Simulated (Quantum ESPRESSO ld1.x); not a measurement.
Input (ld1.x (Quantum ESPRESSO 7.5)):

```
 &input
    atom='Mo',
    iswitch=1,
    rel=2,
    dft='REVPBE',
    config='[Kr] 4d5',
    cau_fact=205.554,
    rel_dist='average',
    verbosity='high',
    lsmall=.true.,
    prefix='ld1',
    max_out_wfc=37,
    file_charge='ld1.rho',
 /
```

Command: `OMP_NUM_THREADS=1 ld1.x < ld1.in > ld1.out`

Output:

```
     Program LD1 v.7.5 starts

     --------------------------- All-electron run ----------------------------

     dirac relativistic calculation

     atomic number is 42.00
     dft =REVPBE   lsd =0 sic =0 latt =0  beta=0.20 tr2=1.0E-14
     Exchange-correlation= REVPBE
                           (   1   4   4   4   0   0   0)
     mesh =2043 r(mesh) =  99.31835 a.u. xmin = -8.00 dx = 0.00800
     1 Ry =  13.60569312 eV, c = 205.55400000

     n l j   nl                  e(Ry)          e(Ha)          e(eV)
     Spin orbit split results
     1 0 0.5 1S 1( 2.00)   -1436.445866573    -718.222933287 -19543.8416484
     2 0 0.5 2S 1( 2.00)    -201.331088985    -100.665544493  -2739.2490129
     2 1 0.5 2P 1( 2.00)    -185.358364381     -92.679182190  -2521.9290235
     2 1 1.5 2P 1( 4.00)    -181.986962653     -90.993481326  -2476.0587662
     3 0 0.5 3S 1( 2.00)     -34.598998214     -17.299499107   -470.7433521
     3 1 0.5 3P 1( 2.00)     -28.487960253     -14.243980127   -387.5984449
     3 1 1.5 3P 1( 4.00)     -27.935034359     -13.967517180   -380.0755049
     4 0 0.5 4S 1( 2.00)      -5.065525220      -2.532762610    -68.9199817
     4 1 0.5 4P 1( 2.00)      -3.339416372      -1.669708186    -45.4350744
     4 1 1.5 4P 1( 4.00)      -3.261763450      -1.630881725    -44.3785525
     3 2 1.5 3D 1( 4.00)     -16.920675023      -8.460337512   -230.2175118
     3 2 2.5 3D 1( 6.00)     -16.811818280      -8.405909140   -228.7364404
     4 2 1.5 4D 1( 2.00)      -0.769218029      -0.384609014    -10.4657444
     4 2 2.5 4D 1( 3.00)      -0.762084512      -0.381042256    -10.3686880
     Averaged results
     1 0     1S 1( 2.00)   -1436.445866573    -718.222933287 -19543.8416484
     2 0     2S 1( 2.00)    -201.331088985    -100.665544493  -2739.2490129
     2 1     2P 1( 6.00)    -183.110763229     -91.555381614  -2491.3488520
     3 0     3S 1( 2.00)     -34.598998214     -17.299499107   -470.7433521
     3 1     3P 1( 6.00)     -28.119342990     -14.059671495   -382.5831515
     4 0     4S 1( 2.00)      -5.065525220      -2.532762610    -68.9199817
     4 1     4P 1( 6.00)      -3.287647757      -1.643823879    -44.7307265
     3 2     3D 1(10.00)     -16.855360977      -8.427680489   -229.3288689
     4 2     4D 1( 5.00)      -0.764937919      -0.382468959    -10.4075106

     final scf error:  7.2E-15 reached in  31 iterations

     Etot =   -8016.388522 Ry,   -4008.194261 Ha, -109068.522179 eV

     Ekin =    8140.303521 Ry,    4070.151760 Ha,  110754.471632 eV
     Encl =  -19187.851176 Ry,   -9593.925588 Ha, -261064.014796 eV
     Eh   =    3275.864717 Ry,    1637.932358 Ha,   44570.410051 eV
     Exc  =    -244.705583 Ry,    -122.352791 Ha,   -3329.389067 eV

     normalization and overlap integrals

     s(1S/1S) =  1.000000  <r> =   0.0358  <r2> =    0.0017  r(max) =   0.0234
     LC norm =  0.98970813 + SC norm =  0.01029187 =  1.00000000
     s(1S/2S) =  0.000000
     s(1S/3S) = -0.000000
     s(1S/4S) =  0.000000
     s(2S/2S) =  1.000000  <r> =   0.1563  <r2> =    0.0288  r(max) =   0.1319
     LC norm =  0.99790243 + SC norm =  0.00209757 =  1.00000000
     s(2S/3S) =  0.000000
     s(2S/4S) =  0.000000
     s(2P/2P) =  1.000000  <r> =   0.1337  <r2> =    0.0219  r(max) =   0.1038
     LC norm =  0.99790027 + SC norm =  0.00209973 =  1.00000000
     s(2P/3P) =  0.000000
     s(2P/4P) =  0.000000
     s(2P/2P) =  1.000000  <r> =   0.1357  <r2> =    0.0225  r(max) =   0.1054
     LC norm =  0.99793045 + SC norm =  0.00206955 =  1.00000000
     s(2P/3P) =  0.000000
     s(2P/4P) = -0.000000
     s(3S/3S) =  1.000000  <r> =   0.4353  <r2> =    0.2170  r(max) =   0.3884
     LC norm =  0.99944193 + SC norm =  0.00055807 =  1.00000000
     s(3S/4S) =  0.000000
     s(3P/3P) =  1.000000  <r> =   0.4302  <r2> =    0.2154  r(max) =   0.3762
     LC norm =  0.99946566 + SC norm =  0.00053434 =  1.00000000
     s(3P/4P) =  0.000000
     s(3P/3P) =  1.000000  <r> =   0.4348  <r2> =    0.2199  r(max) =   0.3823
     LC norm =  0.99947373 + SC norm =  0.00052627 =  1.00000000
     s(3P/4P) =  0.000000
     s(4S/4S) =  1.000000  <r> =   1.1252  <r2> =    1.4357  r(max) =   1.0064
     LC norm =  0.99987551 + SC norm =  0.00012449 =  1.00000000
     s(4P/4P) =  1.000000  <r> =   1.2365  <r2> =    1.7545  r(max) =   1.0729
     LC norm =  0.99989618 + SC norm =  0.00010382 =  1.00000000
     s(4P/4P) =  1.000000  <r> =   1.2501  <r2> =    1.7936  r(max) =   1.0815
     LC norm =  0.99989812 + SC norm =  0.00010188 =  1.00000000
     s(3D/3D) =  1.000000  <r> =   0.4139  <r2> =    0.2059  r(max) =   0.3231
     LC norm =  0.99952354 + SC norm =  0.00047646 =  1.00000000
     s(3D/4D) = -0.000000
     s(3D/3D) =  1.000000  <r> =   0.4154  <r2> =    0.2074  r(max) =   0.3231
     LC norm =  0.99952596 + SC norm =  0.00047404 =  1.00000000
     s(3D/4D) = -0.000000
     s(4D/4D) =  1.000000  <r> =   1.8703  <r2> =    4.2969  r(max) =   1.3748
     LC norm =  0.99994998 + SC norm =  0.00005002 =  1.00000000
     s(4D/4D) =  1.000000  <r> =   1.8803  <r2> =    4.3444  r(max) =   1.3748
     LC norm =  0.99995045 + SC norm =  0.00004955 =  1.00000000

     LC charge = 40.95259066 + SC charge =  0.04740934 = 41.00000000

     ------------------------ End of All-electron run ------------------------
```

Run on one thread of a shared host, so times are rough (Intel(R) Xeon(R) Processor @ 2.60GHz): 0.69 s of CPU time, 0.76 s wall, 31 iterations on 2043 mesh points.
